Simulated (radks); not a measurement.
Fractional charge and spin in the 5p shell of platinum: the spin-up occupation runs from 2 to 3 and the spin-down occupation from 2 to 3; the fullest corner is Pt3+, [Kr] 4d10 4f14 5s2 5d(up 3.5, down 3.5) 5p(up 3, down 3). All-electron calculation, scalar-relativistic Kohn-Sham, PBE, spin-polarised, spherical densities, finite nucleus; Fermi nuclear charge, rms radius of each element as measured or else 0.836 A^(1/3) + 0.57 fm. Program: a radial shooting solver on a logarithmic mesh with Libxc functionals. Energy (eV) minus the two flat planes that join the four corners (they meet along the diagonal where the two added fractions sum to one electron); zero is where a piecewise linear energy would lie.

down \ up,2,2.25,2.5,2.75,3
2,0.000,-1.640,-2.179,-1.628,0.000
2.25,-1.640,-2.116,-1.504,0.184,-1.553
2.5,-2.179,-1.504,0.245,-1.431,-2.060
2.75,-1.628,0.184,-1.431,-2.000,-1.538
3,0.000,-1.553,-2.060,-1.538,0.000

Corners above the fullest one (they belong to Pt4+ and the next ion): (up 3, down 2) 98.929 eV, (up 2, down 3) 98.929 eV, (up 2, down 2) 215.81 eV. With half an added electron in each spin the energy lies 0.245 eV from the planes, and with half an added electron in spin up alone -2.179 eV. The planes are only a guide here: the flat-plane condition holds for ground states with one frontier orbital, while this shell lies below other occupied shells, so the corners above the fullest one are inner-hole states and not the ground states of those ions.
